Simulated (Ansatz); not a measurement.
The cluster Li6N2⁻. Charge -1, multiplicity 2. Geometry PBE-D4/def2-TZVPD; atoms count from 1.

```xyz
8

Li   -1.7259   -0.9006    2.0698
Li   -2.2491    1.1336    0.0901
Li   -1.5050   -1.9239   -0.6203
Li    0.9466   -1.8128    1.4733
Li    0.4203    0.2194   -0.5020
Li    0.2021    1.2436    2.1830
N     1.6141    0.8424   -1.9386
N     2.2969    1.1983   -2.7553
```

Another isomer (doublet) lies 0.55 eV lower at r2SCAN-D4/def2-TZVPD; other spin states weren't run for this one.

Problem. Estimate the Mulliken populations from the PBE0/def2-TZVPD orbitals of Ansatz.

Solution. 
```
atom  charge (e)  spin (α − β)
 Li1       -0.46          0.66
 Li2       -0.09          0.04
 Li3       -0.09          0.04
 Li4       -0.08          0.04
 Li5        0.04          0.28
 Li6       -0.08          0.04
  N7        0.19         -0.03
  N8       -0.43         -0.05
```
Mulliken values and Mayer orders depend strongly on the basis. With diffuse functions, as here, like atoms can get unlike values, and bond orders can come out too low or too high.

Problem. Where does the spin sit?

Solution. Summed by element: Li 1.08, N -0.08, of 1 unpaired in all. Largest on single atoms: Li1 0.66, Li5 0.28, N8 -0.05.

Problem. And the Mayer bond orders between bonded heavy atoms (over 0.3)?

Solution. Li1–Li2 0.39 (2.89 Å); Li1–Li3 0.39 (2.89 Å); Li1–Li4 0.39 (2.89 Å); Li1–Li6 0.39 (2.89 Å); N7–N8 2.52 (1.12 Å). Values over 0.3 also appear between atoms too far apart for a bond (Li1–Li5 0.38 at 3.53 Å); they arise where an orbital or an unpaired electron spreads over both atoms.
